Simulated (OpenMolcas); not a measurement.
**Fe I: thermal populations, Racah parameters, the spin-orbit constant, worked from levels**

| Item | Value |
| --- | --- |
| Program | OpenMolcas 26.06 |
| Basis | ANO-RCC-VTZP [6s5p3d2f1g] |
| Scalar Hamiltonian | DKH2, point nucleus |
| Active space | 6 electrons in 5 orbitals (3d) |
| State averaging | 2S+1 = 5 even, 5 roots; 2S+1 = 3 even, 45 roots; 2S+1 = 1 even, 50 roots (35 in the spin-orbit step) |
| Spin-orbit coupling | RASSI with atomic mean-field integrals over the reference wave functions, term energies averaged over their components |

Methods: CASSCF; MS-CASPT2, IPEA 0.25 Eh, imaginary shift 0.1 Eh (closed shells correlated: 3s 3p 4s). Measured levels: NIST Handbook of Basic Atomic Spectroscopic Data.

**Thermal populations.** Z = Σ (2J + 1) exp(-E/kT) with k = 0.695035 cm-1/K, over the levels below. No other level of either list lies under 6880 cm-1, which is above 7 kT at each temperature.

| Level | 2J + 1 | MS-CASPT2 | measured |
| --- | --- | --- | --- |
| 3d⁶ 4s² ⁵D₄ | 9 | 0.0 | 0.0 |
| 3d⁶ 4s² ⁵D₃ | 7 | 428 | 416 |
| 3d⁶ 4s² ⁵D₂ | 5 | 727 | 704 |
| 3d⁶ 4s² ⁵D₁ | 3 | 920 | 888 |
| 3d⁶ 4s² ⁵D₀ | 1 | 1015 | 978 |

| T (K) | Z, MS-CASPT2 | Z, measured levels | Ground level (%), MS-CASPT2 | Ground level (%), measured levels |
| --- | --- | --- | --- | --- |
| 300 | 10.096 | 10.174 | 89.1 | 88.5 |
| 1000 | 15.569 | 15.744 | 57.8 | 57.2 |

At 1000 K, kT = 695 cm-1, and the computed levels give Z = 9.000 + 3.781 + 1.757 + 0.798 + 0.232 = 15.569.

**Racah parameters.** Above ⁵D, d6 has ³G at 9B + 4C, ³H at 4B + 4C and ³D at 16B + 4C. The first two fix B and C, and the third tests them; where it misses by thousands of cm-1, two parameters do not describe the configuration (Trees and configuration-interaction terms are left out) and B and C hang on the terms chosen. Term energies are centres of gravity, weighted by 2J + 1.

| Source | ³G | ³H | B | C | C/B | ³D from B, C | ³D found |
| --- | --- | --- | --- | --- | --- | --- | --- |
| CASSCF | 27497 | 21640 | 1171 | 4239 | 3.62 | 35692 | 35433 |
| MS-CASPT2 | 23566 | 19108 | 892 | 3885 | 4.36 | 29812 | 29253 |
| measured | 23636 | 19173 | 893 | 3901 | 4.37 | 29892 | 28953 |

Energies in cm-1. From CASSCF to MS-CASPT2, B changes by -23.8 % and C by -8.4 %. Against the measured terms, MS-CASPT2 has B off by -0.1 % and C by -0.4 %.

**The spin-orbit constant.** For the Hund term ⁵D of d6, E(J) = (A/2) J(J+1) + constant and ζ = -2S·A = -4A. From J = 0 to J = 4 the energy changes by 10 A.

```json
{"Source": "CASSCF", "E(4) - E(0)": "-1020.1", "A": "-102.0", "ζ": "408"}
{"Source": "MS-CASPT2", "E(4) - E(0)": "-1014.6", "A": "-101.5", "ζ": "406"}
{"Source": "measured", "E(4) - E(0)": "-978.1", "A": "-97.8", "ζ": "391"}
```

All in cm-1. MS-CASPT2 is off by +3.7 % and CASSCF by +4.3 %. Both methods take the spin-orbit matrix elements from the reference wave functions, so the second can move ζ only through the term energies and any multistate remixing. Second-order mixing with other terms is absorbed into this ζ.

CASPT2 breaks the degeneracy within a term, and the mean is taken; among the terms shown or strongly mixed into the levels shown the widest spread is 380 cm-1 (3d⁶ 4s² ³H, MS-CASPT2). Some high roots are left out of the spin-orbit mixing, which shifts the levels that they would mix with. With the s shell closed, the reference lacks s² → p², s² → d² and s → d mixing, so excited terms can stand far too high and out of order, with CASPT2 too. Without dynamic correlation excited terms often stand tens of per cent too high (terms of higher spin than the ground term too low), and those without a measured partner can miss by more than the paired ones (holds for CASSCF). Computed and measured levels are paired by configuration, term and J; levels that our copy of the source lacks, or whose pairing is in doubt (as where it misses far off the trend of its configuration), stay unpaired and out of the deviations. Levels of configurations outside the active space are missing.
